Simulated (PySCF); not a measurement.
## Löwdin shares of the frontier orbitals

Species: C3H7NS2Si.
Z-matrix (Å and degrees, PBE0-D3(BJ)/def2-SVP geometry), rows numbered from 1:
```
C 
N   1  1.2634
Si  2  1.7560  1  122.71
S   3  2.1402  2  108.77  1  -121.66
C   4  1.8358  3   96.32  2  -118.38
C   5  1.5141  4  112.11  3    31.69
S   6  1.8336  5  111.15  4   -57.29
H   1  1.1060  2  120.51  3  -179.48
H   1  1.1128  2  124.52  3     0.50
H   3  1.4963  2  110.04  1     4.43
H   5  1.1012  4  105.80  3   152.10
H   5  1.0999  4  108.76  3   -91.31
H   6  1.1004  5  111.06  4    64.78
H   6  1.1011  5  110.61  4  -174.83
```

Computed with PySCF 2.14.0, density-fitted response routines, TDDFT CAM-B3LYP/def2-SVPD, vertical, gas phase, core orbitals frozen in the response.

Frontier orbitals with the atoms that hold most of them (Löwdin shares over 4%, at most four atoms; ? is withheld):

```tsv
orbital	ε (eV)	atoms
HOMO-3	-9.82	S4 39%, S7 34%, Si3 11%, N2 4%
HOMO-2	-8.87	N2 43%, S7 15%, C1 12%, S4 8%
HOMO-1	-8.54	?
HOMO	-8.30	S4 45%, S7 29%, C5 7%, Si3 6%
LUMO	?	?
LUMO+1	0.62	S4 30%, S7 27%, Si3 12%, C6 7%
LUMO+2	1.16	S4 26%, S7 24%, Si3 18%, H10 9%
```

(1) Give the leading atoms of the HOMO-1.

(2) Which atoms hold the LUMO, and with what shares?

(3) What is the LUMO energy, and the HOMO–LUMO gap?

Results:

(1) S7 (bonded to C and Si) 28%; S4 (bonded to C and Si) 20%; N2 (bonded to C and Si) 18%; Si3 (bonded to N, 2 S and H) 10%. By element: sulfur 49%, nitrogen 18%, silicon 10%.

(2) C1 (bonded to N and 2 H) 39%; N2 (bonded to C and Si) 30%; Si3 (bonded to N, 2 S and H) 8%; H8 (bonded to C) 6%.

(3) ε(LUMO) = -0.05 eV; the gap is 8.25 eV (0.3030 hartree).

The HOMO–LUMO gap is 8.25 eV. Where does the response calculation put the lowest singlet, and from which orbitals?

S1 is at 4.08 eV (f = 0.0002), 4.17 eV below the gap, made of HOMO-2→LUMO (58%), HOMO-1→LUMO (37%). Its leading pair isn't HOMO and LUMO; the energies of that pair differ by 8.81 eV. Without the coupling terms of the response equations the lowest excitation would equal the gap.

Next come S2 at 5.33 eV (f 0.0073), HOMO→LUMO+1 (60%), HOMO→LUMO (21%); S3 at 5.59 eV (f 0.0009), HOMO-1→LUMO+1 (40%), HOMO-1→LUMO (16%), HOMO-2→LUMO+1 (10%); S4 at 5.68 eV (f 0.031), HOMO→LUMO (69%), HOMO→LUMO+1 (18%); S5 at 5.90 eV (f 0.010), HOMO-1→LUMO (39%), HOMO-2→LUMO (26%), HOMO-1→LUMO+1 (12%).

One conformer stands for the species.
